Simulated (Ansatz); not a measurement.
`OCC[AsH2]` + H₂O → `O[AsH2]` + ethanol at 600 K and 1 bar (formal hydrolysis of the As–C bond).

Calculated with Ansatz (gas phase, PBE0-D4/def2-TZVP geometries, no zero-point term in ΔE). CBS: MP2 limit from def2 TZ/QZ plus the TZ coupled-cluster correction, frozen cores. This one scheme is used for every species. For As outer-core shells are correlated without core-valence functions, which leaves a few kJ/mol of doubt a bond. Scalar relativity is left out up to krypton. Each species was taken in one conformer, which may not be the lowest.

| species | CCSD(T)/CBS energy (Eh) | H − E (kJ/mol) | S (J/(mol·K)) |
| --- | --- | --- | --- |
| `OCC[AsH2]` | -2390.47824 | 283.3 | 415.8 |
| H₂O | -76.37941 | 76.8 | 212.8 |
| `O[AsH2]` | -2311.97217 | 108.4 | 309.7 |
| `CCO` | -154.88256 | 250.6 | 328.9 |

H − E and S are ideal-gas, rigid-rotor, harmonic terms from PBE0-D4/def2-TZVP, for one conformer and one mirror image of each species. 1 Eh = 2625.50 kJ/mol, R = 8.31446 J/(mol·K).

Question: By hand: ΔE, ΔH, ΔS and ΔG.

Answer: ΔE = (-2311.97217) + (-154.88256) − (-2390.47824) − (-76.37941) = 0.00292 Eh = 7.7 kJ/mol. Δ(H − E) = 108.4 + 250.6 − 283.3 − 76.8 = -1.1, so ΔH = 6.6 kJ/mol. ΔS = 309.7 + 328.9 − 415.8 − 212.8 = 10.0 J/(mol·K). ΔG = 6.6 − 600 × (10.0)/1000 = 0.6 kJ/mol.

Question: By hand: the equilibrium constant, and the temperature at which ΔG would vanish if ΔH and ΔS stayed fixed.

Answer: log₁₀ K = −ΔG/(RT ln 10) = -0.1. ΔG = 0 at ΔH/ΔS = 660 K, though so small a ΔH makes that figure unsure.

TΔS isn't small against ΔH here. The sign of ΔG lies within the doubt. A doubt of 5 kJ/mol in ΔE shifts log₁₀ K by 0.4 here. Other conformers and mirror images would add mixing entropy, several J/(mol·K) or more a flexible species. These are equilibria of isolated gas molecules and say nothing of rates. Largest T1 diagnostic: 0.012 (customary marks: 0.02 for closed shells, 0.045 for open ones).
